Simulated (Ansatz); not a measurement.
Reaction (redistribution): `[CH3][GeH]([OH])[BH]O` + `FC(S)[SeH]` → `OBC(F)S` + `[CH3][GeH]([OH])[SeH]`

Calculated with Ansatz (gas phase, PBE0-D4/def2-TZVP geometries, no zero-point term in ΔE). CCSD(T)/CBS adds triple-zeta CCSD(T) − MP2 to the extrapolated MP2 energy (def2 sets, frozen cores). DFT in def2-TZVPP. B3LYP here is the variant with VWN-RPA as its local correlation; programs differ in this. For Ge, Se outer-core shells are correlated without core-valence functions, which leaves a few kJ/mol of doubt a bond. Scalar relativity is left out up to krypton. One conformer a species, not always the lowest.

```json
{"level": "PBE-D4", "ΔE (kJ/mol)": "-151.9", "difference from CCSD(T)/CBS": "4.7"}
{"level": "r2SCAN-D4", "ΔE (kJ/mol)": "-162.4", "difference from CCSD(T)/CBS": "-5.8"}
{"level": "B3LYP-D4", "ΔE (kJ/mol)": "-159.8", "difference from CCSD(T)/CBS": "-3.2"}
{"level": "ωB97X-V", "ΔE (kJ/mol)": "-158.7", "difference from CCSD(T)/CBS": "-2.1"}
{"level": "ωB97M-V", "ΔE (kJ/mol)": "-162.0", "difference from CCSD(T)/CBS": "-5.4"}
{"level": "B2PLYP", "ΔE (kJ/mol)": "-160.6", "difference from CCSD(T)/CBS": "-4.0"}
{"level": "PBE", "ΔE (kJ/mol)": "-151.7", "difference from CCSD(T)/CBS": "4.9"}
{"level": "HF/def2-TZVPP", "ΔE (kJ/mol)": "-176.3", "difference from CCSD(T)/CBS": "-19.7"}
{"level": "MP2/def2-TZVPP", "ΔE (kJ/mol)": "-160.2", "difference from CCSD(T)/CBS": "-3.6"}
{"level": "SCS-MP2/def2-TZVPP", "ΔE (kJ/mol)": "-157.4", "difference from CCSD(T)/CBS": "-0.8"}
{"level": "CCSD/def2-TZVPP", "ΔE (kJ/mol)": "-159.0", "difference from CCSD(T)/CBS": "-2.4"}
{"level": "CCSD(T)/def2-TZVPP", "ΔE (kJ/mol)": "-156.7", "difference from CCSD(T)/CBS": "-0.1"}
{"level": "HF/def2-QZVPP", "ΔE (kJ/mol)": "-176.1", "difference from CCSD(T)/CBS": "-19.5"}
{"level": "SCS-MP2/def2-QZVPP", "ΔE (kJ/mol)": "-157.6", "difference from CCSD(T)/CBS": "-1.0"}
{"level": "HF/CBS(def2)", "ΔE (kJ/mol)": "-176.1", "difference from CCSD(T)/CBS": "-19.5"}
{"level": "MP2/CBS(def2)", "ΔE (kJ/mol)": "-160.1", "difference from CCSD(T)/CBS": "-3.5"}
{"level": "CCSD(T)/CBS", "ΔE (kJ/mol)": "-156.6", "difference from CCSD(T)/CBS": "0"}
```

Largest T1 diagnostic among the species: 0.013.

From PBE to PBE0 (25 % exact exchange), in def2-TZVPP and without D4, ΔE moves by −8.0 kJ/mol. In def2-TZVPP, CCSD(T) changes the Hartree–Fock value by +19.6 kJ/mol (the triples alone add +2.3 kJ/mol) and MP2 by +16.1 kJ/mol.
